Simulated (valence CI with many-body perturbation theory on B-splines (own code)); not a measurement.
## E1 transitions of Pr XXVIII

Computed by valence CI with perturbative core correlation (CI+MBPT): four valence electrons over a frozen Dirac-Fock core [Ar] 3d10, radial functions for each j: 11 s, 11 p, 9 d, 7 f, 5 g, 2 h, 1 i, with the one-electron correlation potential Σ1, the two-electron term Σ2, the three-electron term Σ3, Breit, model QED; selected CI, second order for the rest (own B-spline code, finite nucleus).

No measured spectrum was set against this ion. As an estimate, large intervals hold to a few tenths of a per cent, small ones and those within an open d or f shell to about a per cent.

Lines 101 to 150 of 232 in falling wavelength, among levels below 246.38 eV, chosen from the strongest by gf and those to the six lowest levels. Wavelengths and rates use the calculated energies. Electric multipoles are in the length gauge, E1 and E2 with the static RPA response of the core. Weak lines are less certain than strong ones. Lines between different terms over intervals too small for the method are left out, as are lines whose strength nearly cancels. Where a level lies close to another of its J and parity, the split of strength between their lines is uncertain. The highest levels of a list are the least certain.

Levels are named by their leading jj configuration (3d3/2^4 stands for four electrons in 3d with j = 3/2), which in mixed levels can hold well under half, so a name can repeat and another be missing. Letters in brackets count levels of one name in rising energy.

```csv
λ vac (Å),Upper,Lower,A (s⁻¹),log gf,Branch %
121.3,(4s 4p1/2^2 4d3/2) J=1,(4s 4p1/2^2 4p3/2) J=2,2.47e+09,-1.79,15.8
120.8,(4s 4p1/2 4p3/2^2) J=1 [b],(4s^2 4p1/2 4p3/2) J=1,3.65e+10,-0.62,15.3
120.7,(4s 4p1/2 4p3/2 4d3/2) J=1 [c],(4s 4p1/2 4p3/2^2) J=2 [b],8.07e+10,-0.28,34.5
120.6,(4s^2 4p1/2 4d3/2) J=2,(4s^2 4p1/2 4p3/2) J=2,7.22e+10,-0.10,88.5
120.3,(4p1/2 4p3/2^3) J=1,(4s 4p1/2 4p3/2^2) J=2 [a],4.97e+10,-0.49,49.4
120.3,(4s 4p1/2 4p3/2 4d3/2) J=2 [c],(4s^2 4p1/2 4d3/2) J=2,3.15e+10,-0.47,7.4
118.1,(4s^2 4p3/2 4d3/2) J=1,(4s^2 4p3/2^2) J=0,4.36e+09,-1.56,1.2
118.0,(4s 4p3/2^2 4d3/2) J=2,(4s^2 4p1/2 4d5/2) J=2,7.64e+09,-1.10,1.9
117.8,(4s 4p1/2^2 4d3/2) J=2,(4s 4p1/2^2 4p3/2) J=2,3.74e+10,-0.41,71.6
117.3,(4s^2 4p1/2 4d3/2) J=2,(4s^2 4p1/2 4p3/2) J=1,7.36e+09,-1.12,9.0
116.3,(4s 4p1/2 4p3/2 4d5/2) J=2 [c],(4s^2 4p1/2 4d3/2) J=2,4.83e+10,-0.31,17.5
116.3,(4s 4p1/2 4p3/2 4d5/2) J=3 [e],(4s^2 4p1/2 4d3/2) J=2,1.14e+10,-0.79,4.5
115.2,(4s^2 4p3/2 4d3/2) J=2,(4s^2 4p3/2^2) J=2,4.04e+09,-1.40,1.0
114.9,(4s 4p1/2 4p3/2 4d5/2) J=2 [d],(4s^2 4p1/2 4d3/2) J=2,4.08e+10,-0.39,15.7
114.2,(4s 4p1/2 4p3/2 4d3/2) J=2 [b],(4s 4p1/2 4p3/2^2) J=3,1.91e+10,-0.73,4.7
114.1,(4s 4p1/2 4p3/2 4d3/2) J=1 [d],(4s 4p1/2 4p3/2^2) J=2 [b],3.53e+10,-0.68,10.9
113.8,(4s 4p1/2 4p3/2 4d3/2) J=3 [b],(4s 4p1/2 4p3/2^2) J=3,1.18e+10,-0.80,14.8
113.7,(4s 4p3/2^2 4d5/2) J=0,(4s 4p1/2 4p3/2^2) J=1 [b],9.96e+10,-0.71,39.5
113.3,(4s 4p1/2 4p3/2 4d3/2) J=1 [e],(4s^2 4p1/2 4d3/2) J=2,3.47e+10,-0.70,7.3
113.0,(4s 4p1/2 4p3/2 4d5/2) J=2 [b],(4s 4p1/2 4p3/2^2) J=3,4.68e+10,-0.35,23.5
112.8,(4s^2 4p3/2 4d3/2) J=3,(4s^2 4p3/2^2) J=2,1.82e+10,-0.61,4.5
112.8,(4s 4p1/2 4p3/2 4d5/2) J=3 [b],(4s 4p1/2 4p3/2^2) J=3,4.97e+10,-0.18,38.7
112.6,(4s 4p1/2 4p3/2 4d5/2) J=3 [d],(4s 4p1/2 4p3/2^2) J=2 [b],1.12e+10,-0.83,6.9
112.5,(4s 4p1/2 4p3/2 4d5/2) J=2 [a],(4s 4p1/2 4p3/2^2) J=2 [a],4.06e+10,-0.41,40.8
112.4,(4s 4p1/2 4p3/2 4d5/2) J=2 [e],(4s^2 4p1/2 4d3/2) J=2,8.75e+09,-1.08,2.0
112.3,(4s 4p1/2^2 4d5/2) J=2,(4s 4p1/2^2 4p3/2) J=1,9.42e+10,-0.05,84.9
111.7,(4s 4p1/2 4p3/2 4d5/2) J=2 [d],(4s 4p1/2 4p3/2^2) J=1 [b],1.18e+10,-0.96,4.5
111.7,(4s 4p1/2 4p3/2 4d5/2) J=3 [a],(4s 4p1/2 4p3/2^2) J=2 [a],4.06e+10,-0.27,15.5
111.6,(4s 4p1/2^2 4d5/2) J=3,(4s 4p1/2^2 4p3/2) J=2,5.64e+10,-0.13,89.9
111.3,(4s^2 4p1/2 4d5/2) J=3,(4s^2 4p1/2 4p3/2) J=2,8.42e+10,0.04,98.9
111.0,(4s^2 4p3/2 4d3/2) J=1,(4s^2 4p3/2^2) J=2,1.31e+11,-0.14,34.9
110.9,(4s 4p1/2 4p3/2 4d3/2) J=0 [b],(4s 4p1/2 4p3/2^2) J=1 [a],7.89e+10,-0.84,25.1
110.2,(4s 4p1/2 4p3/2 4d3/2) J=1 [e],(4s 4p1/2 4p3/2^2) J=1 [b],8.96e+10,-0.31,18.9
110.0,(4s 4p1/2 4p3/2 4d5/2) J=1 [a],(4s 4p1/2 4p3/2^2) J=2 [b],2.97e+10,-0.79,17.0
109.8,(4s^2 4p1/2 4d3/2) J=1,(4s^2 4p1/2 4p3/2) J=2,1.19e+10,-1.19,2.5
109.4,(4s 4p1/2 4p3/2 4d5/2) J=2 [e],(4s 4p1/2 4p3/2^2) J=1 [b],1.05e+11,-0.03,24.1
109.3,(4s^2 4p1/2 4d5/2) J=2,(4s^2 4p1/2 4p3/2) J=2,5.39e+10,-0.32,23.4
108.5,(4s 4p1/2 4p3/2 4d5/2) J=1 [a],(4s 4p1/2 4p3/2^2) J=0,9.55e+10,-0.30,54.6
107.8,(4s 4p1/2 4p3/2 4d5/2) J=4 [b],(4s 4p1/2 4p3/2^2) J=3,9.69e+10,0.18,90.8
107.8,(4s 4p1/2 4p3/2 4d5/2) J=2 [c],(4s 4p1/2 4p3/2^2) J=1 [a],1.34e+11,0.07,48.7
107.6,(4s^2 4p3/2 4d5/2) J=2,(4s^2 4p3/2^2) J=2,2.69e+11,0.37,88.8
107.5,(4s 4p1/2 4p3/2 4d5/2) J=2 [b],(4s 4p1/2 4p3/2^2) J=2 [a],6.84e+10,-0.23,34.4
107.1,(4s 4p1/2 4p3/2 4d5/2) J=1 [b],(4s 4p1/2 4p3/2^2) J=1 [a],1.37e+11,-0.15,48.8
107.0,(4s^2 4p1/2 4d3/2) J=1,(4s^2 4p1/2 4p3/2) J=1,5.06e+10,-0.58,10.5
106.8,(4p1/2 4p3/2^3) J=2,(4s 4p1/2^2 4p3/2) J=1,9.27e+09,-1.10,8.6
106.7,(4s 4p1/2 4p3/2 4d5/2) J=2 [c],(4s 4p1/2 4p3/2^2) J=2 [b],1.34e+10,-0.94,4.9
106.7,(4s 4p1/2 4p3/2 4d5/2) J=3 [e],(4s 4p1/2 4p3/2^2) J=2 [b],1.37e+11,0.21,54.7
106.6,(4s 4p1/2 4p3/2 4d5/2) J=2 [d],(4s 4p1/2 4p3/2^2) J=1 [a],1.49e+10,-0.90,5.7
106.6,(4s^2 4p1/2 4d5/2) J=2,(4s^2 4p1/2 4p3/2) J=1,1.76e+11,0.18,76.5
106.0,(4s 4p3/2^3) J=2,(4s^2 4p1/2 4p3/2) J=2,3.48e+10,-0.53,42.5
```

How does gf follow from A for the line at 121.3 Å?

gf = 1.4992 × (2J+1)_upper × A / σ², with σ = 824215 cm⁻¹ and 2J+1 = 3: gf = 0.0164.
